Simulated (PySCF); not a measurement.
# Name the molecule from its bond curve

A diatomic of charge +1 contains K. Its singlet curve at RHF-SCS-MP2 in a double-zeta basis (no relativity, PySCF), in eV from the separated fragments:

```csv
R (Å),E (eV)
3.253,-0.110
3.405,-0.196
3.556,-0.248
3.670,-0.270
3.783,-0.283
3.897,-0.287
4.048,-0.285
4.237,-0.271
4.464,-0.247
4.767,-0.209
```

The fit gives ωe = 88.9 cm⁻¹ and the rotational constant Bₑ = 0.07377 cm⁻¹.

Which atom is the partner?

The minimum lies at 3.923 Å, so the reduced mass is 16.8576 u Å² cm⁻¹/(Bₑ·Re²) = 14.85 u. With K at 38.96 u the partner weighs about 24.0 u: Mg. The molecule is KMg⁺.

Correlated steps freeze 6 core orbitals.
